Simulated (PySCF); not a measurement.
## Spin-rotation constants: `C=C(C)B1C=CBC=C1`, C7H10B2

Geometry (Å), atoms numbered from 1 in this order:
```xyz
19

C    -2.2366   -1.2606   -0.5101
C    -1.5557   -0.1948   -0.0784
C    -2.3070    0.9741    0.5000
B    -0.0049   -0.1085   -0.2284
C     0.8767   -1.3837   -0.1011
C     2.1861   -1.2800    0.2000
B     2.9045    0.0936    0.1580
C     2.0316    1.3642   -0.0127
C     0.7211    1.2661   -0.3086
H    -3.3158   -1.3062   -0.4807
H    -1.7458   -2.1150   -0.9447
H    -1.8853    1.2524    1.4644
H    -3.3628    0.7438    0.6305
H    -2.2206    1.8370   -0.1592
H     0.4289   -2.3732   -0.1353
H     2.7485   -2.1913    0.3878
H     4.0751    0.1607    0.1211
H     2.4837    2.3529    0.0104
H     0.1685    2.1777   -0.5204
```

Method: PySCF, GIAO BHandHLYP/pcSseg-1 magnetisability, rotational g tensor and spin-rotation constants, non-relativistic, gas phase. Geometry: GFN2-xTB.

(1) Give the nuclear spin-rotation constants along the inertial axes (H = +C I·J) beside the isotropic shieldings.

Answers

(1) Rotational constants 3.1585, 1.1495, 0.8774 GHz. A star marks the isotopologue with that one atom substituted, in its own axes.
```tsv
atom	isotope	Caa (kHz)	Cbb (kHz)	Ccc (kHz)	mean (kHz)	σ (ppm)
B4	11B	1.169	0.430	0.142	0.580	48.8
B7	11B	1.236	0.460	0.135	0.610	42.2
H10	1H	0.342	-0.122	-0.100	0.040	25.5
H11	1H	-0.178	0.037	-0.079	-0.073	25.8
H12	1H	-0.271	-0.109	-0.005	-0.128	29.9
H13	1H	0.111	-0.124	-0.100	-0.037	29.9
H14	1H	-0.319	-0.029	-0.045	-0.131	29.4
H15	1H	-0.203	0.111	-0.105	-0.066	24.5
H16	1H	-0.179	0.080	-0.086	-0.061	24.4
H17	1H	0.336	-0.107	-0.092	0.046	25.7
H18	1H	-0.208	0.109	-0.099	-0.066	24.3
H19	1H	-0.181	0.081	-0.085	-0.062	24.3
C1	13C*	1.445	0.398	0.167	0.670	42.9
C2	13C*	1.553	0.509	0.136	0.733	24.1
C3	13C*	0.485	0.164	0.142	0.264	161.0
C5	13C*	1.228	0.661	0.140	0.677	16.3
C6	13C*	1.236	0.622	0.143	0.667	21.5
```
For the geometry as given, no vibrational averaging.
